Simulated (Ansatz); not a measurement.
Ansatz results at the PBE0-D4/def2-TZVP geometry: size of the dipole moment (ωB97M-V/def2-TZVPP) 0.68 D; LUMO energy (PBE0/def2-TZVPP) -3.08 eV; zero-point energy (PBE0-D4/def2-TZVP) 19.7 kJ/mol.

(1) Which molecule gave them?
A. `ClC(Cl)=[Se]`
B. `CB1C=N1`
C. `C[SiH2]/N=C/F`
D. `NC(F)[TeH]`

## Answers

(1) A. The others give `C[SiH2]/N=C/F`: 2.01, -0.49, 203.4; `NC(F)[TeH]`: 2.25, -0.93, 139.9; `CB1C=N1`: 1.88, -0.79, 155.4.
